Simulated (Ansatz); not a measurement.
`[NH2][AlH][O][SiH2][SiH3]` and `[NH2][AlH][OH]` differ in one atom or group.

Ansatz, PBE0-D4/def2-TZVP geometries, multiplicity 1. Each molecule was computed in one conformer, which needn't be the lowest.

| property | `[NH2][AlH][O][SiH2][SiH3]` |
| --- | --- |
| HOMO energy (PBE0/def2-TZVPP) / eV | -7.61 |
| LUMO energy (PBE0/def2-TZVPP) / eV | -0.41 |
| LUMO energy (B3LYP/def2-TZVPP) / eV | -0.61 |
| HOMO–LUMO gap (ωB97M-V/def2-TZVPP) / eV | 11.02 |
| HOMO energy (B3LYP/def2-TZVPP) / eV | -7.37 |
| HOMO energy (ωB97M-V/def2-TZVPP) / eV | -9.78 |

Q: Give the same properties after the change, and the shifts. (An estimate is asked.)

A: Computed: 
```tsv
property	`[NH2][AlH][OH]`	shift
HOMO energy (PBE0/def2-TZVPP) / eV	-7.38	0.23
LUMO energy (PBE0/def2-TZVPP) / eV	0.17	0.58
LUMO energy (B3LYP/def2-TZVPP) / eV	-0.05	0.56
HOMO–LUMO gap (ωB97M-V/def2-TZVPP) / eV	11.51	0.49
HOMO energy (B3LYP/def2-TZVPP) / eV	-7.13	0.24
HOMO energy (ωB97M-V/def2-TZVPP) / eV	-9.78	0.00
```

With PBE0 the HOMO rises by 0.23 eV and the LUMO rises by 0.58 eV, so the gap widens by about 0.35 eV. PBE moves the HOMO by 0.26 eV and ωB97M-V by 0.00 eV.

B3LYP here is the variant with VWN-RPA as its local correlation; programs differ in this.
